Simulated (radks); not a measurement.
All-electron atom: Xe XLV in [Ne] (the NIST ground configuration). All-electron calculation, Dirac Kohn-Sham, PBE, spin-unpolarised, spherical densities, point nucleus. Program: a radial shooting solver on a logarithmic mesh with Libxc functionals.

Radial electron density D(r) = 4 pi r^2 rho(r):

r (bohr),D(r) (e/bohr)
0.0022,7.757
0.002461,9.265
0.002731,10.89
0.003055,12.92
0.003389,15.09
0.003791,17.75
0.00424,20.78
0.004705,23.92
0.005263,27.67
0.005839,31.48
0.006531,35.90
0.007247,40.25
0.008106,45.09
0.008995,49.64
0.01006,54.43
0.01116,58.62
0.01249,62.63
0.01385,65.69
0.0155,68.08
0.01733,69.35
0.01923,69.43
0.02151,68.37
0.02387,66.47
0.0267,63.74
0.02963,60.99
0.03314,58.37
0.03677,56.81
0.04113,56.58
0.04563,58.00
0.05104,61.27
0.05709,65.87
0.06335,70.52
0.07085,74.77
0.07862,76.86
0.08794,76.02
0.09758,71.85
0.1091,63.79
0.1211,53.75
0.1355,41.54
0.1503,30.33
0.1681,19.76
0.1865,12.11
0.2086,6.402
0.2334,2.982
0.259,1.293
0.2896,0.4521
0.3214,0.1457
0.3595,0.03573
0.3989,0.007988
0.4461,0.001264
0.495,0.0001800

D(r) has 2 maxima, at r = 0.0185, 0.0812 bohr, and minima at 0.0395 bohr, inside which lie 2.12 electrons.
